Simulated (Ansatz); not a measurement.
Energy profile

The step: BHBrOF ([OH][B]([F])[Br]) → BOF + HBr; bonds formed: Br2–H4; bonds broken: B1–Br2, O3–H4 (atoms numbered as in the saddle structure below).

```tsv
atom	x (Å)	y (Å)	z (Å)
B1	-0.4263	0.4722	0.3325
Br2	1.2464	-1.3455	-0.0412
O3	-0.6018	0.6155	-0.8934
H4	0.3579	-0.4230	-0.9843
F5	-0.5763	0.6808	1.5863
```

Electronic energies by CCSD(T) at an estimated basis limit (MP2 extrapolated from triple and quadruple zeta, plus CCSD(T) − MP2 in triple zeta), on PBE0-D4/def2-TZVP structures; BHBrOF, closed shell; no counterpoise correction. Program: Ansatz 0.2.0. Basis: def2-TZVPP and def2-QZVPP. Cores are frozen in the correlated methods. Filled d shells of the heavier atoms are correlated. The def2 sets are not built for correlating such inner shells, so the correlated values are less sure here. Extrapolation: Hartree–Fock as exp(−7.88 √X), correlation as X^−2.97.

Task: Give the profile in kJ/mol, counted from the start structure. (To be estimated.)

Result: The calculation gives:
```tsv
point	kJ/mol
start structure	0.0
saddle	228.5
end structure	167.5
separated: BOF (linked as [O][B][F]; B1, O3, F5; singlet) + HBr (Br2, H4; singlet)	184.5
```

T1 diagnostic: at most 0.016.

For scale, one of the runs: CCSD(T)/def2-TZVPP, 155 basis functions, launched by `ansatz run in.yaml --threads 2 --pin off --events-out ev --progress --plain --max-ram 4352MiB`. Hardware: 2 CPU threads of an Arm Neoverse V2, shared host. Wall time 45 s; peak host memory 1.2 GiB.
